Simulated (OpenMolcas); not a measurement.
Computed levels of 2s2 2p4 in ions with 8 electrons, in cm-1 above 3P2.

- Program: OpenMolcas 26.06
- Method: CASSCF
- Basis: ANO-RCC-VTZP
- Scalar Hamiltonian: DKH2, point nucleus
- Spin-orbit coupling: state interaction with AMFI integrals over the reference wave functions, term energies averaged over their components

Active space for each ion: 6 electrons in 4 orbitals (2s 2p).

```json
{"Level": "3P1", "O": "149", "Ne2+": "601"}
{"Level": "3P0", "O": "222", "Ne2+": "885"}
{"Level": "1D2", "O": "17807", "Ne2+": "27956"}
{"Level": "1S0", "O": "32405", "Ne2+": "53298"}
```

Question: Estimate 3P0, 1D2, 1S0 for F+ from its neighbours O and Ne2+.

Answer: 3P0 is fine structure, which grows about as the fourth power of a screened charge, so the fourth roots are averaged: ((222^0.25 + 885^0.25) / 2)^4 = 470. The calculation gives 479, so the estimate is off by -1.9 %; the measured value is 490 (NIST Handbook of Basic Atomic Spectroscopic Data).
1D2 is another term, which grows about linearly with the charge: (17807 + 27956) / 2 = 22882. The calculation gives 22811, so the estimate is off by +0.3 %; the measured value is 20873 (NIST Handbook of Basic Atomic Spectroscopic Data).
1S0 is another term, which grows about linearly with the charge: (32405 + 53298) / 2 = 42852. The calculation gives 42724, so the estimate is off by +0.3 %; the measured value is 44918 (NIST Handbook of Basic Atomic Spectroscopic Data).

Terms from blocks run as CI alone lack orbitals of their own. Without dynamic correlation excited terms often stand tens of per cent too high (terms of higher spin than the ground term too low), and those without a measured partner can miss by more than the paired ones (holds for O; F+). Computed and measured levels are paired by configuration, term and J; levels that our copy of the source lacks, or whose pairing is in doubt (as where it misses far off the trend of its configuration), stay unpaired and out of the deviations. Levels of configurations outside the active space are missing.
